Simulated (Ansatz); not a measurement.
`O=CCCl` + `[GeH3][SeH]` → `O=C[Se][GeH3]` + `CCl`  (substitution at a C–C bond)

Calculated with Ansatz (gas phase, PBE0-D4/def2-TZVP geometries, no zero-point term in ΔE). CCSD(T)/CBS adds triple-zeta CCSD(T) − MP2 to the extrapolated MP2 energy (def2 sets, frozen cores). This one scheme is used for every species. DFT in def2-TZVPP. B3LYP here is the variant with VWN-RPA as its local correlation; programs differ in this. For Ge, Se outer-core shells are correlated without core-valence functions, which leaves a few kJ/mol of doubt a bond. Scalar relativity is left out up to krypton. One conformer a species, not always the lowest.

| level | ΔE (kcal/mol) |
| --- | --- |
| B3LYP | -6.6 |
| HF/CBS(def2) | -0.7 |

(1) What does CCSD(T)/CBS give? (Best estimate.)

Largest T1 diagnostic among the species: 0.014.

Answers

(1) Ansatz gave: -5.9 kcal/mol. The listed levels differ from it by -0.7, 5.2 kcal/mol.

In def2-TZVPP, CCSD(T) changes the Hartree–Fock value by −4.9 kcal/mol (the triples alone add −1.4 kcal/mol) and MP2 by −6.2 kcal/mol. The D4 term adds −1.0 kcal/mol with B3LYP and −0.5 kcal/mol with PBE0; it sums over pairs of atoms, weighted by their polarisabilities, and B3LYP, whose exchange is more repulsive, gets the larger term.
